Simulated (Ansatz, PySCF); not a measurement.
In(F)(Me)(NH2) (CH5FInN), SMILES [In]([F])([CH3])[NH2].

The structure is a stationary point at B3LYP-D3(BJ)/def2-SVP. The structure was generated by enumeration; whether it is a known compound was not checked. The def2 effective core potentials stand for the cores of In; spin–orbit coupling is left out. Other conformers were not sampled.

Vertical ionisation energy (IE) and electron affinity (EA) in eV. Rows of orbital energies are one-electron estimates. Where ΔSCF, EOM or ADC give a negative EA the extra electron is unbound and the value depends on the basis.

```csv
level,IE,EA
"−ε(HOMO), −ε(LUMO), ωB97X/def2-TZVP (PySCF)",9.76,-0.82
"−ε(HOMO), −ε(LUMO), PBE/def2-TZVP (PySCF)",5.94,1.88
"ΔSCF, CAM-B3LYP/def2-SVPD (Ansatz), final states of multiplicity 2 and 2",9.70,-0.15
"ΔSCF, PBE/def2-SVPD (Ansatz), final states of multiplicity 2 and 2",9.39,-0.01
```

Q: What vertical singlet–triplet gap does ΔSCF give with CAM-B3LYP/def2-SVPD (Ansatz, a quantum-chemistry and plane-wave program) and with PBE/def2-SVPD (Ansatz)? (Estimate from the structure and the level; the computed values follow.)

A: 4.58 and 4.25 eV (triplet above singlet where positive).
